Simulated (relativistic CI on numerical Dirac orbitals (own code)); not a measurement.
## Bi2+: sensitivity of the levels to the model

Base calculation: Dirac-Coulomb-Breit CI, KLI orbitals optimised for each configuration, model QED, valence Slater integrals scaled by 0.85, P86 correlation energy added to each configuration.

Configurations in the expansion (outside the closed core [Xe] 4f14 5d10): 6s2 6p, 6s 6p2, 6s2 6d, 6s2 7s, 6p3, 6s2 6f, 6s 6p 6d, 6s2 7p, 6s2 8s, 6s2 5f, 6s2 7d, 6s2 8p, 6s 6p 6f, 6s2 8d, 6s2 5g, 6s2 7f. Levels of other configurations are missing.

Variants: (1) no correlation estimate; (2) Slater integrals left unscaled; (3) Breit term removed. Shifts of the energy above 6s2 6p 2P°_1/2, in cm⁻¹, for the lowest level and the first level of each name with at least 55 % of one term (blank where a level changes its place among those of its configuration and J or its character, or is not in the variant):

| Level | Base | Δ(1) | Δ(2) | Δ(3) | Measured |
| --- | --- | --- | --- | --- | --- |
| 6s2 6p 2P°_1/2 | 0.0 | 0.0 | 0.0 | 0.0 | 0.0 |
| 6s2 6p 2P°_3/2 | 20375.5 | -17.8 | -302.3 | +283.6 | 20788.0 |
| 6s 6p2 4P_1/2 | 67025.7 | -1301.9 | -1938.5 | -117.2 | 70254.0 |
| 6s 6p2 4P_3/2 | 78671.8 | -1307.4 | -2247.3 | +106.2 | 83038.0 |
| 6s 6p2 4P_5/2 | 86240.4 | -1399.8 | -1514.0 | +157.7 | 89236.0 |
| 6s 6p2 2D_3/2 | 96670.9 | -1977.8 | -175.4 | +217.5 |  |
| 6s2 7s 2S_1/2 | 99509.1 | -3186.4 | +1017.2 | +340.9 | 95075.0 |
| 6s 6p2 2P_1/2 | 112156.8 | -1301.9 | +4310.5 | +49.6 | 108052.0 |
| 6s2 6d 2D_3/2 | 113793.2 | -2423.3 | +2625.1 | +290.1 | 96154.0 |
| 6s2 7p 2P°_1/2 | 120631.6 | -3715.7 | +989.1 | +308.3 | 116993.0 |
| 6s2 7p 2P°_3/2 | 125595.3 | -3715.5 | +1033.6 | +359.6 | 122128.0 |
| 6s 6p2 2S_1/2 | 132625.4 | -1378.7 | +4472.2 | +353.0 |  |
| 6s 6p2 2P_3/2 | 136259.6 | -1375.0 | +5088.5 | +356.0 | 130966.0 |
| 6s2 5f 2F°_7/2 | 140960.3 | -3858.4 | +618.9 | +413.3 | 137455.0 |

Correlation outside the listed configurations is missing or only estimated: errors of thousands of cm⁻¹ between configurations and terms are usual at this charge. Rates and lifetimes follow the computed energies and can be off by large factors. The fine structure of a lone outer electron comes out too small, for d and f at times inverted, and misplaced configurations move strength between like terms. 21 of the 25 excited levels that our extract of the measured tables holds in this range could be paired (the sources list more); they are missed by 4293 cm⁻¹ on average and 17639 at most, and levels without a partner can miss by more.

Measured levels: Moore, Atomic Energy Levels, vol. III, NSRDS-NBS 35 (1971 reprint of NBS Circular 467, 1958).

Ionisation energy from the two ground configurations alone: base 25.79 eV; no correlation estimate 24.84 eV; Breit term removed 25.84 eV. The NIST ASD value (measured) is 25.5708 eV.

LS names give the leading component of a level, which can be under half, so a name can repeat, a term be missing and a line seem to break the LS rules.
